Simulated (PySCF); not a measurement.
# Computed spin Hamiltonian

C7H11 (doublet state).
Cartesian coordinates in Å at the GFN2-xTB level; atoms count from 1:
```xyz
18
C7H11 angstrom
C     -0.2822   -1.6129   -1.6061
C     -0.0419   -0.5595   -0.8430
C      1.1096    0.3779   -1.0825
C      2.1084    0.3569    0.0744
C     -0.8973   -0.2424    0.3444
C     -2.3509   -0.1486    0.2333
C     -1.6178    1.0943    0.4791
H      0.3354   -1.8584   -2.4537
H     -1.1089   -2.2738   -1.4082
H      0.7296    1.3961   -1.2032
H      1.6173    0.0954   -2.0069
H      2.4747   -0.6544    0.2379
H      1.6438    0.7097    0.9918
H      2.9570    0.9998   -0.1490
H     -0.4871   -0.6365    1.2709
H     -3.0046   -0.4102   -0.5713
H     -1.5492    1.8325   -0.3137
H     -1.6446    1.5405    1.4646
```

The hyperfine couplings belong to this conformer and change with its torsions.

The species is `C=C(CC)[C@@H]1[CH]C1` [radical].

Computed, not measured: UKS B3LYP, pcH-1 on C H, non-relativistic, mean-field spin-orbit, GIAO (PySCF 2.14.0). Geometry: GFN2-xTB, one conformer, isolated molecule. The geometry wasn't refined by DFT: couplings that depend on bond lengths, twists or pyramidal angles can differ widely from those at the functional's own minimum. Stability of the SCF solution: not tested.

- g1, g2, g3: 2.00216, 2.00280, 2.00298
- g_iso: 2.00265
- Form of g: rhombic: the two nearest values differ by 22 % of g3 − g1
- ⟨S²⟩: 0.7530 (exact 0.7500)
- α and β electrons: 27, 26

Isotropic coupling and dipolar principal values T1 to T3, in mT; ρ(0) is the spin density at the nucleus (MHz turned into mT with g_iso):

```csv
atom,isotope,a_iso,T1,T2,T3,Mulliken spin population,ρ(0) (bohr⁻³)
C1,13C,-0.01,-0.04,-0.01,0.05,-0.01,-0.0003
C2,13C,0.68,-0.12,-0.10,0.21,0.03,0.0170
C3,13C,0.31,-0.04,-0.03,0.07,0.00,0.0077
C4,13C,0.00,-0.01,-0.01,0.02,0.00,-0.0001
C5,13C,-0.66,-0.19,-0.03,0.21,-0.04,-0.0165
C6,13C,10.24,-2.71,-2.56,5.28,0.97,0.2554
C7,13C,-0.73,-0.19,-0.02,0.20,-0.04,-0.0181
H8,1H,0.00,-0.04,-0.03,0.07,0.00,0.0000
H9,1H,0.01,-0.09,-0.08,0.17,0.00,0.0001
H10,1H,0.10,-0.07,-0.03,0.09,0.00,0.0006
H11,1H,0.26,-0.04,-0.02,0.06,0.00,0.0017
H12,1H,0.00,-0.03,-0.02,0.05,0.00,0.0000
H13,1H,0.01,-0.04,-0.04,0.08,0.00,0.0001
H14,1H,0.03,-0.02,-0.02,0.04,0.00,0.0002
H15,1H,2.75,-0.24,-0.14,0.38,0.03,0.0172
H16,1H,-0.30,-1.20,-0.15,1.35,-0.02,-0.0019
H17,1H,1.86,-0.20,-0.07,0.27,0.02,0.0117
H18,1H,3.06,-0.23,-0.15,0.38,0.03,0.0192
```

The largest Mulliken spin population is on C6 (+0.97). The angles at C6 add up to 323.2°, so it is pyramidal.

Under fast tumbling the dipolar parts average out, and these isotropic splittings remain: 1 × 1H (H18, I = 1/2, 2 lines) with 3.06 mT, 1 × 1H (H15, I = 1/2, 2 lines) with 2.75 mT, 1 × 1H (H17, I = 1/2, 2 lines) with 1.86 mT, 1 × 1H (H16, I = 1/2, 2 lines) with 0.30 mT, 1 × 1H (H11, I = 1/2, 2 lines) with 0.26 mT and 1 × 1H (H10, I = 1/2, 2 lines) with 0.10 mT.

The 13C coupling of C6 (287.1 MHz) shows only in satellite lines or after enrichment, since that isotope makes up about 1.07 % of natural carbon.

The spin density at the nucleus, in bohr⁻³, is negative for C7 (-0.0181), C5 (-0.0165) and H16 (-0.0019), for instance. A restricted open-shell determinant has no negative spin density anywhere; here it arises because α and β orbitals differ (spin polarisation).
